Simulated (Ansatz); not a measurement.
Saddle point of SiNH$_{7}$Se, singlet (SiNH₅ ([NH2][SiH3]) + H₂Se → SiNH₅Se ([NH2][SiH2][SeH]) + H₂; bonds formed: Si1–Se7, H2–H6; bonds broken: Si1–H2, H6–Se7), PBE0-D4/def2-TZVP structure:

Si1  (-0.558, 0.042, 0.000)
H2  (0.580, -1.127, -0.430)
H3  (-1.594, -0.573, -0.859)
H4  (-0.858, 1.472, 0.276)
N5  (-0.340, -0.474, 1.612)
H6  (0.791, -0.499, -1.192)
Se7  (0.703, 0.931, -2.233)
H8  (-0.503, 0.154, 2.382)
H9  (-0.048, -1.393, 1.898)
H10  (1.826, 1.468, -1.453)
(Å)

Energies are electronic, without zero-point energy. Barriers and step energies count from the start structure reached by relaxing down the imaginary mode; all methods use the PBE0-D4 structures, on which another method's saddle can fall below an end. Program: Ansatz 0.2.0. Basis: def2-TZVPP, with def2-QZVPP for the basis limit. Cores are frozen in the correlated methods. Filled d shells of the heavier atoms are correlated. The def2 sets are not built for correlating such inner shells, so the correlated values are less sure here. B3LYP uses VWN-RPA correlation. Extrapolation: Hartree–Fock as exp(−7.88 √X), correlation as X^−2.97.

```json
{"method": "SPW92", "barrier (kcal/mol)": "?", "step energy (kcal/mol)": "-11.80"}
{"method": "PBE-D4", "barrier (kcal/mol)": "30.35", "step energy (kcal/mol)": "-13.27"}
{"method": "BLYP-D4", "barrier (kcal/mol)": "35.96", "step energy (kcal/mol)": "-12.14"}
{"method": "r2SCAN-D4", "barrier (kcal/mol)": "34.04", "step energy (kcal/mol)": "-13.09"}
{"method": "B97M-V", "barrier (kcal/mol)": "38.83", "step energy (kcal/mol)": "-10.34"}
{"method": "PBE0-D4", "barrier (kcal/mol)": "?", "step energy (kcal/mol)": "-12.58"}
{"method": "B3LYP-D4", "barrier (kcal/mol)": "39.59", "step energy (kcal/mol)": "-11.51"}
{"method": "r2SCAN0-D4", "barrier (kcal/mol)": "37.44", "step energy (kcal/mol)": "-12.57"}
{"method": "BHLYP-D4", "barrier (kcal/mol)": "45.50", "step energy (kcal/mol)": "-10.69"}
{"method": "CAM-B3LYP-D4", "barrier (kcal/mol)": "?", "step energy (kcal/mol)": "-10.08"}
{"method": "wB97X-V", "barrier (kcal/mol)": "43.40", "step energy (kcal/mol)": "-10.94"}
{"method": "wB97M-V", "barrier (kcal/mol)": "41.61", "step energy (kcal/mol)": "-11.32"}
{"method": "B2PLYP", "barrier (kcal/mol)": "41.91", "step energy (kcal/mol)": "-11.14"}
{"method": "PBE-QIDH", "barrier (kcal/mol)": "39.75", "step energy (kcal/mol)": "-12.29"}
{"method": "RPA on PBE", "barrier (kcal/mol)": "44.35", "step energy (kcal/mol)": "-9.36"}
{"method": "HF", "barrier (kcal/mol)": "60.39", "step energy (kcal/mol)": "-7.80"}
{"method": "MP2", "barrier (kcal/mol)": "41.09", "step energy (kcal/mol)": "-13.03"}
{"method": "CCSD", "barrier (kcal/mol)": "46.58", "step energy (kcal/mol)": "-9.80"}
{"method": "CCSD(T)", "barrier (kcal/mol)": "43.43", "step energy (kcal/mol)": "-10.76"}
```

Question: Fill in the withheld barriers. (Judge from chemistry; the value comes from the calculation.)

Answer: By the calculation: SPW92 23.91; CAM-B3LYP-D4 43.06; PBE0-D4 35.31 kcal/mol. Each is the energy of the saddle less that of the start structure, by the same method.

For comparison, the barrier by CCSD(T) at an estimated basis limit (MP2 extrapolated from triple and quadruple zeta, plus CCSD(T) − MP2 in triple zeta) is 41.35 kcal/mol.

T1 diagnostic: at most 0.012.

Labels in which every atom is bracketed show which atoms are joined, not bond orders.

For scale, one of the runs: CCSD(T)/def2-TZVPP, 219 basis functions (an equivalent command: `ansatz run in.yaml --threads 4`). Hardware: 4 CPU threads, shared host. Wall time 73 s; peak host memory 3.2 GiB.
